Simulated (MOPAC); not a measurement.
Input for MOPAC: PM3 on BeFHO (SMILES [OH][Be][F]), a point of a bond scan (R = 1.666 Å).

```
PM3 1SCF PRECISE CHARGE=0 THREADS=1
BeFHO

Be     0.02934244 1     0.01481768 1    -0.02556009 1
F      1.17349282 1     0.63064627 1    -1.06895385 1
O     -0.99864586 1    -0.46736623 1     0.82454057 1
H     -0.97341266 1    -1.07241437 1     1.56140982 1
```

The log:

```
*******************************************************************************
 **                                                                           **
 **                              MOPAC v23.2.5                                **
 **                                                                           **
 *******************************************************************************
 ** MOPAC's Digital Object Identifier: https://doi.org/10.5281/zenodo.6511958 **
 **                                                                           **
 ** Please cite the open-source release paper for use of this MOPAC version:  **
 ** J. E. Moussa and J. J. P. Stewart (2026)                                  **
 ** MOPAC: An open-source semiempirical molecular orbital program             **
 ** J. Open Source Softw., 11(119), 8025, https://doi.org/10.21105/joss.08025 **
 *******************************************************************************

                              PM3 CALCULATION RESULTS

 *******************************************************************************
 *  PM3        - The PM3 Hamiltonian to be used
 *
 *
 *
 *                 CHARGE ON SYSTEM = 0
 *
 *
 *
 *  PRECISE    - TIGHTER CRITERIA TO BE USED
 *  1SCF       - DO 1 SCF AND THEN STOP
 *  THREADS=1  - MULTI-THREADING NOT USED
 *  T=         - A TIME OF 172800.0 SECONDS REQUESTED
 *  DUMP=N     - RESTART FILE WRITTEN EVERY 7200.0 SECONDS REQUESTED
 *******************************************************************************
PM3 1SCF PRECISE CHARGE=0 THREADS=1
 BeFHO

   ATOM   CHEMICAL          X               Y               Z
  NUMBER   SYMBOL      (ANGSTROMS)     (ANGSTROMS)     (ANGSTROMS)

     1      Be          0.02934244  *   0.01481768  *  -0.02556009  *
     2       F          1.17349282  *   0.63064627  *  -1.06895385  *
     3       O         -0.99864586  *  -0.46736623  *   0.82454057  *
     4       H         -0.97341266  *  -1.07241437  *   1.56140982  *



          CARTESIAN COORDINATES

    NO.       ATOM           X           Y           Z

     1        Be          0.0293      0.0148     -0.0256
     2         F          1.1735      0.6306     -1.0690
     3         O         -0.9986     -0.4674      0.8245
     4         H         -0.9734     -1.0724      1.5614

  H: (PM3): J. J. P. STEWART, J. COMP. CHEM. 10, 209 (1989).
 Be: (PM3): J. J. P. STEWART, J. COMP. CHEM. 10, 209 (1989).
  O: (PM3): J. J. P. STEWART, J. COMP. CHEM. 10, 209 (1989).
  F: (PM3): J. J. P. STEWART, J. COMP. CHEM. 10, 209 (1989).

           Empirical Formula: H O Be F  =     4 atoms



      MOLECULAR POINT GROUP   :   Cs


      RHF CALCULATION, NO. OF DOUBLY OCCUPIED LEVELS = 8


 -------------------------------------------------------------------------------
 PM3 1SCF PRECISE CHARGE=0 THREADS=1
 BeFHO



     1SCF WAS SPECIFIED, SO BFGS WAS NOT USED
     SCF FIELD WAS ACHIEVED


                              PM3 CALCULATION
                                                       MOPAC v23.2.5 Linux




          FINAL HEAT OF FORMATION =       -139.94627 KCAL/MOL =    -585.53520 KJ/MOL


          COSMO AREA              =         80.17 SQUARE ANGSTROMS
          COSMO VOLUME            =         62.14 CUBIC ANGSTROMS

          IONIZATION POTENTIAL    =         12.609366 EV
          HOMO LUMO ENERGIES (EV) =        -12.609  0.110
          NO. OF FILLED LEVELS    =          8
          MOLECULAR WEIGHT        =         45.0179         POINT GROUP:  Cs

          MOLECULAR DIMENSIONS (Angstroms)

            Atom       Atom       Distance
            H     4    F     2     3.79848
            O     3    H     4     0.56655
            O     3   Be     1     0.00000


          SCF CALCULATIONS        =          1





   ATOM   CHEMICAL          X               Y               Z
  NUMBER   SYMBOL      (ANGSTROMS)     (ANGSTROMS)     (ANGSTROMS)

     1      Be          0.02934244  *   0.01481768  *  -0.02556009  *
     2       F          1.17349282  *   0.63064627  *  -1.06895385  *
     3       O         -0.99864586  *  -0.46736623  *   0.82454057  *
     4       H         -0.97341266  *  -1.07241437  *   1.56140982  *

                             CARTESIAN COORDINATES

   1   Be        0.029342440     0.014817680    -0.025560090
   2    F        1.173492820     0.630646270    -1.068953850
   3    O       -0.998645860    -0.467366230     0.824540570
   4    H       -0.973412660    -1.072414370     1.561409820


           Empirical Formula: H O Be F  =     4 atoms



      MOLECULAR POINT GROUP   :   Cs


                  EIGENVALUES
 -36.44564 -18.77675 -17.46614 -14.77761 -14.37178 -14.35401 -13.25740 -12.60937
   0.10981   3.24632   3.73999   4.89306   6.66682


              NET ATOMIC CHARGES AND DIPOLE CONTRIBUTIONS

  ATOM NO.   TYPE          CHARGE      No. of ELECS.   s-Pop       p-Pop
    1         Be           0.681774        1.3182     0.63274     0.68548
    2          F          -0.374723        7.3747     1.76441     5.61031
    3          O          -0.549703        6.5497     1.72766     4.82205
    4          H           0.242652        0.7573     0.75735
 DIPOLE           X         Y         Z       TOTAL
 POINT-CHG.    -0.514    -1.102     1.483     1.918
 HYBRID        -0.023    -0.388     0.482     0.619
 SUM           -0.537    -1.490     1.965     2.524


          ATOMIC ORBITAL ELECTRON POPULATIONS

     Atom    s        px        py        pz
    1 Be   0.63274   0.25219   0.16728   0.26602
    2  F   1.76441   1.82237   1.93568   1.85226
    3  O   1.72766   1.67363   1.65130   1.49711
    4  H   0.75735

 **********************
 *                    *
 * JOB ENDED NORMALLY *
 *                    *
 **********************




 == MOPAC DONE ==
```

The run finished.

Cost: very roughly 0.03 core-seconds.
